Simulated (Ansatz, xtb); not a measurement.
Relative energy of two conformers of ClH3O3Sn

Structure X: `[OH][Sn]([OH])([OH])[Cl]`, a singlet. Structure Y: `[OH][Sn]([OH])([OH])[Cl]`, a singlet. Both are isolated molecules in the gas phase, relaxed with PBE0-D4/def2-SVP.

X (Å):

```xyz
8

Cl    0.3024    1.3503   -1.9850
O    -0.9255    1.0575    1.3029
O     1.7662   -0.5169    0.6242
O    -1.0207   -1.5663   -0.5198
Sn    0.0197    0.0313   -0.0718
H    -1.7574    1.4205    0.9734
H     2.3186    0.2420    0.8511
H    -0.6111   -2.0755   -1.2307
```

Y (Å):

```yaml
atoms:
  - { symbol: Cl, position_ang: [-1.6391, -2.5270, 1.6477] }
  - { symbol: O, position_ang: [-1.0310, -2.0093, -1.7934] }
  - { symbol: O, position_ang: [-0.3751, 0.4122, 0.1563] }
  - { symbol: O, position_ang: [-3.4227, -0.3614, -0.4570] }
  - { symbol: Sn, position_ang: [-1.6159, -1.0657, -0.1808] }
  - { symbol: H, position_ang: [-0.1061, -2.2808, -1.7363] }
  - { symbol: H, position_ang: [-0.5901, 0.8871, 0.9690] }
  - { symbol: H, position_ang: [-4.0870, -1.0621, -0.4438] }
```

Estimate which is lower in electronic energy at CCSD(T)/def2-SVP + ΔMP2/def2-TZVPP, and by roughly how much.

CCSD(T)/def2-SVP + ΔMP2/def2-TZVPP gives E(Y) − E(X) = −0.01 kcal/mol, slightly favouring structure Y, which is too small a margin to settle the true order.

Level by level:

```
                             level          geometry  E(Y) − E(X) (kcal/mol)  departure from the last row (kcal/mol)  job, with rough time for the two
                  PBE0-D4/def2-SVP  PBE0-D4/def2-SVP                      0.00                                   +0.01             optimisation, 2.6 min
                       HF/def2-SVP  PBE0-D4/def2-SVP                     −0.01                                    0.00           part of the CCSD(T) run
                      MP2/def2-SVP  PBE0-D4/def2-SVP                     +0.01                                   +0.02           part of the CCSD(T) run
                  CCSD(T)/def2-SVP  PBE0-D4/def2-SVP                     +0.01                                   +0.02                      single point
CCSD(T)/def2-SVP + ΔMP2/def2-TZVPP  PBE0-D4/def2-SVP                     −0.01                                                        single point, 38 s
```

The largest departure from CCSD(T)/def2-SVP + ΔMP2/def2-TZVPP is that of MP2/def2-SVP, 0.02 kcal/mol. Levels run at GFN2-xTB geometries aren't shown. The last row adds to CCSD(T) the change of the MP2 difference between the two basis sets, here −0.02 kcal/mol.

With harmonic frequencies from PBE0-D4/def2-SVP (ideal gas, rigid rotor, one conformer each, 298.15 K, 1 atm): on the last row, ΔE + ΔZPE = −0.03 kcal/mol. A mode under 50 cm⁻¹ makes harmonic enthalpies and free energies unreliable, so none is given.

The correlated steps freeze 12 core orbitals; the filled d shell of Sn is correlated, in a basis made for valence electrons. Atoms past krypton carry core potentials in the def2 sets and no spin–orbit term is included. Codes used: Ansatz 0.2.0; the last row on 2 threads of Arm Neoverse V2 on a shared host.
